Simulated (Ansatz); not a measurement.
Compare A (`C[SiH2][GeH2][OH]`) with its isomer B (`O[CH2][GeH2][SiH3]`).

Calculated with Ansatz (gas phase, PBE0-D4/def2-TZVP geometries, no zero-point term in ΔE). CCSD(T)/CBS is the MP2 limit (def2-TZVPP, def2-QZVPP) plus CCSD(T) − MP2 in def2-TZVPP, frozen cores. DFT in def2-TZVPP. B3LYP here is the variant with VWN-RPA as its local correlation; programs differ in this. For Ge outer-core shells are correlated without core-valence functions, which leaves a few kJ/mol of doubt a bond. Scalar relativity is left out up to krypton. One conformer a species, not always the lowest.

Problem. Which isomer does CCSD(T)/CBS put lower? Give the gap. (Best estimate.)

Solution. The calculation gave: A, by 138.8 kJ/mol.

Problem. Give E(B) − E(A) in kJ/mol with B2PLYP, B3LYP, PBE0-D4, CCSD/def2-TZVPP, B3LYP-D4, r2SCAN-D4, MP2/def2-TZVPP. (Estimate.)

Solution. Ansatz gave: B2PLYP 141.4, B3LYP 137.2, PBE0-D4 135.5, CCSD/def2-TZVPP 137.4, B3LYP-D4 138.2, r2SCAN-D4 142.3, MP2/def2-TZVPP 145.6. None reverses the order clearly.

Largest T1 diagnostic: 0.012.
